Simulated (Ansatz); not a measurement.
Basis-set extrapolation for CH7BOSi, SMILES `BCO[SiH3]` (PBE0-D4/def2-TZVP geometry, frozen core, Ansatz 0.2.0). Multiplicity 1, RHF reference.

```csv
,def2-TZVPP,def2-QZVPP
HF,-430.495483,-430.511885
MP2 correlation,-0.635281,-0.681260
CCSD(T) correlation,-0.707216,not run
```

Energies in hartree. Use E(X) = E(∞) + A·exp(−7.88·√X) for Hartree–Fock and E(X) = E(∞) + B·X^(−2.97) for correlation, with X = 3 and 4, and add CCSD(T) minus MP2 of the smaller set to the MP2 limit.

**Question.** What is the CCSD(T) energy at the basis-set limit?

**Answer.** HF limit: -430.511885 + (-0.016402) × 0.13774 = -430.51414. MP2 limit: -0.681260 + (-0.045979) × 0.74074 = -0.71532. Higher-order term: -0.707216 − (-0.635281) = -0.07193. Total: -431.30139 hartree, 2.69 eV below CCSD(T)/def2-TZVPP.
